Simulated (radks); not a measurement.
The numbers below are computed, except where a source is named.
Task: Ti V, configuration [Ar]. Code: a radial shooting solver on a logarithmic mesh with Libxc functionals. Model: scalar-relativistic Kohn-Sham, HCTH/407, spin-polarised, spherical densities, point nucleus. Some entries of the table are withheld. Estimate them.

| orbital | occ. | eigenvalue (eV) | r(max) (bohr) | <1/r> (bohr^-1) |
|---|---|---|---|---|
| 1s | 2 | (1) | 0.04560 | 21.78 |
| 2s | 2 | -594.6859 | 0.2689 | (2) |
| 2p | 6 | -502.5276 | 0.2195 | 4.456 |
| 3s | 2 | -114.8348 | 0.8570 | 1.444 |
| 3p | 6 | -90.2682 | 0.8799 | 1.333 |
| 3d | 0 | -52.8465 | (3) | 1.097 |
| 4s | 0 | -37.3097 | 2.218 | 0.5690 |

Result: 
(1) 1s eigenvalue (eV): -4920.850
(2) 2s <1/r> (bohr^-1): 4.554
(3) 3d r(max) (bohr): 0.8781
